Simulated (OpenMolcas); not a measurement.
**Multiplet structure of Te2+**

```json
{"Program": "OpenMolcas 26.06", "Method": "CASSCF", "Basis": "ANO-RCC-VQZP [8s7p5d3f2g]", "Scalar Hamiltonian": "DKH2, point nucleus", "Active space": "4 electrons in 8 orbitals (5s 5p 6s 6p)", "State averaging": "2S+1 = 3 even, 3 roots; 2S+1 = 1 even, 9 roots; 2S+1 = 5 odd, 1 root; 2S+1 = 3 odd, 9 roots; 2S+1 = 1 odd, 8 roots", "Spin-orbit coupling": "state interaction with AMFI integrals over the reference wave functions, term energies averaged over their components"}
```

With spin-orbit coupling, above the lowest level:

```json
{"Configuration": "5s² 5p²", "Term": "³P", "J": "0", "E (cm⁻¹)": "0.0", "Measured (cm⁻¹)": "0.0", "Term weight %": "95"}
{"Configuration": "5s² 5p²", "Term": "³P", "J": "1", "E (cm⁻¹)": "3878", "Measured (cm⁻¹)": "4757", "Term weight %": "100"}
{"Configuration": "5s² 5p²", "Term": "³P", "J": "2", "E (cm⁻¹)": "7476", "Measured (cm⁻¹)": "8167", "Term weight %": "91"}
{"Configuration": "5s² 5p²", "Term": "¹D", "J": "2", "E (cm⁻¹)": "19041", "Measured (cm⁻¹)": "17360", "Term weight %": "91"}
{"Configuration": "5s² 5p²", "Term": "¹S", "J": "0", "E (cm⁻¹)": "29555", "Measured (cm⁻¹)": "30398", "Term weight %": "95"}
{"Configuration": "5s 5p³", "Term": "⁵S°", "J": "2", "E (cm⁻¹)": "52040", "Measured (cm⁻¹)": "64586", "Term weight %": "99"}
{"Configuration": "5s 5p³", "Term": "³D°", "J": "2", "E (cm⁻¹)": "86900", "Measured (cm⁻¹)": "83203", "Term weight %": "90"}
{"Configuration": "5s 5p³", "Term": "³D°", "J": "1", "E (cm⁻¹)": "87145", "Measured (cm⁻¹)": "82889", "Term weight %": "93"}
{"Configuration": "5s 5p³", "Term": "³D°", "J": "3", "E (cm⁻¹)": "88664", "Measured (cm⁻¹)": "85206", "Term weight %": "100"}
{"Configuration": "5s 5p³", "Term": "³P°", "J": "0", "E (cm⁻¹)": "98349", "Measured (cm⁻¹)": "96062", "Term weight %": "100"}
{"Configuration": "5s 5p³", "Term": "³P°", "J": "1", "E (cm⁻¹)": "99171", "Measured (cm⁻¹)": "96582", "Term weight %": "92"}
{"Configuration": "5s 5p³", "Term": "³P°", "J": "2", "E (cm⁻¹)": "100365", "Measured (cm⁻¹)": "", "Term weight %": "88"}
```

Against the 10 measured excited levels shown (the list in Zhang, Palmeri, Quinet and Biemont, Astron. Astrophys. 551, A136 (2013)) the mean absolute deviation is 3300 cm-1; the largest miss in energy is 5s 5p³ ⁵S°₂: computed 52040, measured 64586 cm⁻¹ (-19.4 %).

Spin-orbit coupling puts the lowest level 6199 cm⁻¹ below the lowest spin-free term.

For ³P the intervals divided by the larger J are 3878.2, 1798.9 cm-1. Landé's interval rule makes them equal in pure LS coupling; they differ by 73 % of their mean. The multiplet is regular.

The run also gave levels led by 5s² 5p 6p, 5s² 5p 6s, which use shells meant for correlation; these and all levels above them are left out. Terms of s pⁿ other than that of highest spin mix with s² pⁿ⁻² d, which this space lacks; all of them can be thousands of cm-1 off, and some have no real level of that name. Computed and measured levels are paired by configuration, term and J; levels that our copy of the source lacks, or whose pairing is in doubt (as where it misses far off the trend of its configuration), stay unpaired and out of the deviations. Levels of configurations outside the active space are missing. The first state left out of the spin-orbit step lies near 140000 cm-1 above the lowest spin-free state of the reference (among the parities and spins computed), and the list stops at four fifths of that energy or lower.

The term weight is that of the spin-free term in the level, not the purity of its configuration. ° marks odd parity.
